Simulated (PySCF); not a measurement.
CH7ClOSi2, SMILES [SiH2](Cl)OC[SiH3].

The structure is a stationary point at PBE-D3(BJ)/def2-SVP. The structure was generated by enumeration, and PubChem lists no compound with its InChIKey, so it may never have been made. The values are those of a single conformer.

Calculation: PySCF with TDDFT-PBE/def2-SVPD.

Vertical excitations. Gas-phase values at a fixed geometry.

```
state  energy (eV)  λ (nm)      f                            main pairs
-----  -----------  ------  -----  ------------------------------------
S1            5.95     208  0.003                        HOMO→LUMO 97 %
S2            6.02     206  0.019                      HOMO→LUMO+1 98 %
S3            6.40     194  0.024                      HOMO→LUMO+2 96 %
S4            6.77     183  0.004                      HOMO−1→LUMO 95 %
S5            6.86     181  0.073                      HOMO→LUMO+3 83 %
S6            6.89     180  0.019                    HOMO−1→LUMO+1 80 %
S7            7.00     177  0.010                      HOMO→LUMO+4 95 %
S8            7.15     173  0.059                      HOMO→LUMO+5 91 %
S9            7.17     173  0.006  HOMO−2→LUMO 48 %, HOMO−1→LUMO+2 46 %
S10           7.20     172  0.001                      HOMO→LUMO+6 96 %
T1            5.68     218      0                        HOMO→LUMO 97 %
T2            5.83     213      0                      HOMO→LUMO+1 98 %
T3            6.11     203      0                      HOMO→LUMO+2 97 %
T4            6.55     189      0    HOMO−1→LUMO 78 %, HOMO→LUMO+3 14 %
```
Triplets are in the Tamm–Dancoff approximation, which puts them higher than full response would, so one can lie above its singlet here.
